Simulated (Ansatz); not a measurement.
Stepwise reaction of `S[Si](Cl)(Cl)Cl` with hydrogen fluoride, as a gas-phase model of exchange steps in deposition or etching. ΔE in kJ/mol.

Program: Ansatz. Geometries: PBE0-D4/def2-TZVP. ΔE: electronic, gas phase. CCSD(T)/CBS adds triple-zeta CCSD(T) − MP2 to the extrapolated MP2 energy (def2 sets, frozen cores). This one scheme is used for every species. DFT in def2-TZVPP. B3LYP here is the variant with VWN-RPA as its local correlation; programs differ in this. One conformer a species, not always the lowest.

| step | reaction | PBE-D4 | B3LYP-D4 | ωB97M-V | CCSD(T)/CBS |
| --- | --- | --- | --- | --- | --- |
| 1 | `S[Si](Cl)(Cl)Cl` + H–F → `F[Si](S)(Cl)Cl` + HCl | -40.2 | -49.9 | -49.6 | -45.8 |
| 2 | `F[Si](S)(Cl)Cl` + H–F → `F[Si](F)(S)Cl` + HCl | -40.6 | -50.5 | -49.9 | -47.6 |

Question: Give the row of step 3, `F[Si](F)(S)Cl` + H–F → `F[Si](F)(F)S` + HCl. (Estimate.)

Answer: Ansatz gave: 
| step | reaction | PBE-D4 | B3LYP-D4 | ωB97M-V | CCSD(T)/CBS |
| --- | --- | --- | --- | --- | --- |
| 3 | `F[Si](F)(S)Cl` + H–F → `F[Si](F)(F)S` + HCl | -42.7 | -53.0 | -52.2 | -51.2 |

Question: By hand: ΔE of the 3 steps together at CCSD(T)/CBS.

Answer: (-45.8) + (-47.6) + (-51.2) = -144.6 kJ/mol, or -48.2 kJ/mol a step.

In ΔE step 3 is the lowest and step 1 the highest. All are downhill at CCSD(T)/CBS. PBE-D4 differs from CCSD(T)/CBS by 5.6 to 8.5 kJ/mol a step. Isolated molecules leave out the surface, adducts and barriers. Largest T1 diagnostic: 0.012.
